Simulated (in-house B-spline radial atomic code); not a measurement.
**The tantalum ion Ta⁷⁺: [He] 2s1 2p6 3s2 3p6 3d10 4s2 4p6 4d10 4f13 5s2 5p6 (with a hole in an inner shell)**

Level of theory: Dirac-Hartree-Fock, average of configuration, Fermi nucleus of rms radius 5.3507 fm; calculated with a radial B-spline atomic code at the basis-set limit.

Effective charges: Z_r = [3n² - l(l+1)]/(2<r>) from the radius, Z_e = n√(-2ε) from the energy, and Slater's rules. Values are occupation-weighted means over j. An effective charge above Z reflects the relativistic contraction of the inner shells.

```
shell  electrons   ε (eV)  <r> (bohr)    Z_r    Z_e  Slater
   1s          2   -68235     0.01866  80.38  70.82   72.70
   2s          1   -12094     0.07824  76.69  59.63   69.20
   2p          6   -10680      0.0698  71.63  56.04   69.20
   3s          2    -2932      0.2021  66.80  44.04   62.60
   3p          6  -2510.2      0.2015  62.04  40.75   62.60
   3d         10  -1984.9      0.1828  57.43  36.24   52.85
   4s          2  -720.62      0.4531  52.97  29.11   46.25
   4p          6  -575.94      0.4779  48.13  26.02   46.25
   4d         10  -378.32      0.5095  41.22  21.09   34.85
   5s          2   -188.7       1.046  35.84  18.62   17.20
   4f         13  -157.08      0.5727  31.43  13.59   23.80
   5p          6  -145.47       1.167  31.28  16.35   17.20
```

The least bound orbital is 5p3/2 at -141.6 eV, and it is also the most diffuse (<r> = 1.191 bohr). The part-filled 2s shell lies below the filled 5p shell in orbital energy.

Spin-orbit splittings of the orbital energies (j = l + 1/2 above j = l - 1/2 when positive): 2p 1287 eV, 3p 285.4 eV, 3d 63 eV, 4p 67.22 eV, 4d 12.95 eV, 4f 2.501 eV, 5p 11.6 eV.

For the 1s electron the small component carries 7.56 % of the norm, the zero-frequency Breit interaction raises the level by 226.7 eV, self-energy by 144.7 eV, and vacuum polarisation lowers it by 26.96 eV.
